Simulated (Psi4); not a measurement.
IZn (SMILES [Zn][I]), doublet, at a GFN2-xTB geometry (such geometries of metal compounds can be far from the true shape) (the spin is typed, not shown lowest) (core potentials on I). Base run: PBE/def2-TZVP (Psi4 1.11).

Psi4 was given this input:
```
memory 2 GB

molecule {
0 2
Zn   -0.00000000   -0.00000000   -1.67739996
I     0.00000000    0.00000000    0.94947168
}

set {
  basis def2-tzvp
  reference uks
}

energy('pbe')
print_variables()
```

Each row names what was changed in the base input (with any setting that the change needs).

```
change                          ΔE vs base (µEh)  SCF cycles  grid points  basis functions        outcome
------------------------------  ----------------  ----------  -----------  ---------------  -------------
base                                         0.0          12        42263               98      converged
d_convergence = 1e-8                         0.0          16        42263               98      converged
guess = sap                                  0.0          16        42263               98      converged
e_convergence = 1e-10                        0.0          15        42263               98      converged
dft_basis_tolerance = 1e-8                   0.0          12        40810               98      converged
df_basis_scf = cc-pvtz-jkfit                   -           -            -               98  input refused
guess = huckel                               0.0          13        42263               98      converged
guess = gwh                                  0.0          17        42263               98      converged
level_shift = 0.3                            0.0          14        42263               98      converged
dft_spherical_points = 110                   418          12        15363               98      converged
soscf = true                                 0.0          10        42263               98      converged
dft_nuclear_scheme = stratmann              17.3          12        40541               98      converged
basis_guess = sto-3g                           -           -            -               45  not converged
```

Open shells are given as the SCF converged; they aren't shown to be the lowest states, and a large step between rows can be another state.

- df_basis_scf = cc-pvtz-jkfit: ended with `psi4.driver.qcdb.exceptions.BasisSetNotFound: BasisSet::construct: Unable to find a basis set for atom 1 for key JKFIT among:`
